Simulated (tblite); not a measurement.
cadmium atom (Cd), singlet (GFN-xTB shapes and energies of metal compounds can be far from the true ones); IPEA1-xTB run with tblite.

Input for tblite:
```
$ tblite run mol.xyz --method ipea1 --charge 0 --spin 0 --json tblite.json --no-restart

# file mol.xyz
1

Cd     0.00000000     0.00000000     0.00000000
```

Output, abridged:

```
xTB calculator
 | screened Coulomb repulsion
 | Coulomb electrostatics
 |  * isotropic Klopman-Ohno-Mataga-Nishimoto electrostatics
 |  * onsite third-order electrostatics
 | DFT-D3(BJ) dispersion correction

halogen bonding energy    0.0000000000000E+00 Eh
repulsion energy          0.0000000000000E+00 Eh
dispersion energy         0.0000000000000E+00 Eh
number of electrons       2.0000000000000E+00 e
integral cutoff           3.4914685203747E+01 bohr

------------------------------------------------------------
  cycle        total energy    energy error   density error
------------------------------------------------------------
      1    -0.6814552058239  -6.8145521E-01   0.0000000E+00
      2    -0.6814552058239   0.0000000E+00   0.0000000E+00
------------------------------------------------------------

electronic energy        -6.8145520582386E-01 Eh
total energy             -6.8145520582386E-01 Eh

Post processing:
 | Mayer-Wiberg bond orders

[Info] JSON dump of results written to 'tblite.json'
```
